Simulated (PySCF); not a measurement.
## From computed data to an observable: oscillator strength and radiative lifetime

H2O3Si, SMILES O[Si](O)=O.

Coordinates come from a B3LYP-D3(BJ)/def2-SVP optimisation. Other conformers were not sampled.

PySCF 2.14.0 with TDDFT-ωB97X/def2-SVPD puts the first singlet state with f over 0.02 at 6.01 eV (vertical), with the transition dipole (0.000, 0.554, 0.000) in atomic units.

Q: Find the oscillator strength, the wavelength and the radiative lifetime that this transition would have in vacuum if emission retraced absorption.

A: 
|μ|² = 0.3069 au, so |μ| = 1.41 D. ΔE = 6.01/27.211 = 0.2209 hartree. f = (2/3) ΔE |μ|² = 0.045 (the program prints 0.045).
λ = 1239.84/6.01 = 206 nm; ν = 48474 cm⁻¹.
Einstein's coefficient A = 0.6670 ν² f s⁻¹ (ν in cm⁻¹) = 7.1e7 s⁻¹, so τ = 1/A = 14 ns. This state is S1. The figure is the radiative limit of this one transition; relaxation, internal conversion, crossing to triplets and a medium change what is measured.
